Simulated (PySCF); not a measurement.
Species: C₅H₁₄Si₃.
Structure used (PBE0-D3(BJ)/def2-SVP), in Å, numbered top down from 1:
```
atom  x, y, z in Å
C1     3.2945   -2.3723    0.0583
C2     2.4671   -1.2134   -0.2183
C3     1.7718   -0.2386   -0.4502
Si4    0.7109    1.2148   -0.7846
C5    -0.7659    1.2655    0.3811
Si6   -1.6164    2.9480    0.3208
Si7   -2.0048   -0.1386    0.1033
C8    -1.2785   -1.8383    0.4294
H9     3.9869   -2.1738    0.8913
H10    3.8951   -2.6470   -0.8226
H11    2.6766   -3.2424    0.3305
H12    0.2290    1.1523   -2.1982
H13    1.5414    2.4483   -0.6280
H14   -0.3664    1.1547    1.4078
H15   -2.1509    3.2047   -1.0526
H16   -0.6514    4.0401    0.6594
H17   -2.7546    3.0026    1.2887
H18   -3.1805    0.0805    1.0072
H19   -2.5016   -0.0521   -1.3071
H20   -0.9540   -1.9275    1.4778
H21   -2.0348   -2.6148    0.2361
H22   -0.4064   -2.0266   -0.2133
```

Level: PBE0/pcSseg-1 in PySCF, non-relativistic, on one gas-phase PBE0-D3(BJ)/def2-SVP geometry that isn't relaxed in the solvent. The solvent is an IEF-PCM continuum (cavity from Bondi-type radii × 1.2). The model holds no explicit solvent molecules, cavitation or dispersion.

Gas phase at PBE0/pcSseg-1: HOMO -7.68 eV, LUMO -0.06 eV, dipole 2.76 D.

Question: What does the continuum do to the energy, the frontier levels and the dipole at PBE0/pcSseg-1 in tetrahydrofuran and methanol?

Answer: 
| solvent | ε | E(solvent) − E(gas) (kcal/mol) | polarisation term (kcal/mol) | distortion of the solute (kcal/mol) | HOMO (eV) | LUMO (eV) | dipole (D) |
| --- | --- | --- | --- | --- | --- | --- | --- |
| tetrahydrofuran | 7.426 | -2.61 | -2.93 | 0.32 | -7.67 | -0.03 | 3.38 |
| methanol | 32.61 | -3.14 | -3.61 | 0.47 | -7.68 | -0.04 | 3.51 |

The first energy column is the sum of the next two and covers electrostatics alone. From tetrahydrofuran to methanol the lowering changes by a factor 1.20, Onsager's factor (ε − 1)/(2ε + 1) by 1.18 and ε itself by 4.4.

Question: Which radius a makes the point-dipole formula ΔE = −[(ε − 1)/(2ε + 1)]·μ²/a³ give the value in methanol, with the gas-phase dipole?

Answer: μ = 1.084 au and |ΔE| = 0.00500 Eh give a = 2.55 Å; the farthest nucleus lies 4.79 Å from the centroid of the nuclei, so such a sphere wouldn't even hold the nuclei. The formula assumes a rigid point dipole at the centre of a sphere.

Question: Give the dipole vector in the frame of the coordinates (D, pointing from negative to positive charge), gas and methanol.

Answer: Gas (1.43, -2.13, 1.01), solvent (1.74, -2.70, 1.42). Its length changes by +27 % and its direction by 3°.

Question: Which IAO charges (PBE0/pcSseg-1) respond most in methanol (means over atoms taken as equivalent)?

Answer: 
```json
{"atoms": "C3", "environment": "alkyne carbon", "gas (e)": "-0.384", "solvent (e)": "-0.408", "change": "-0.024"}
{"atoms": "H14", "environment": "methine hydrogen", "gas (e)": "+0.169", "solvent (e)": "+0.182", "change": "+0.013"}
{"atoms": "H9/H10/H11", "environment": "methyl hydrogen", "gas (e)": "+0.173", "solvent (e)": "+0.184", "change": "+0.011"}
{"atoms": "C1", "environment": "propargylic carbon", "gas (e)": "-0.431", "solvent (e)": "-0.440", "change": "-0.009"}
{"atoms": "H19", "environment": "Si–H hydrogen", "gas (e)": "-0.128", "solvent (e)": "-0.135", "change": "-0.007"}
{"atoms": "H18", "environment": "Si–H hydrogen", "gas (e)": "-0.127", "solvent (e)": "-0.132", "change": "-0.005"}
```
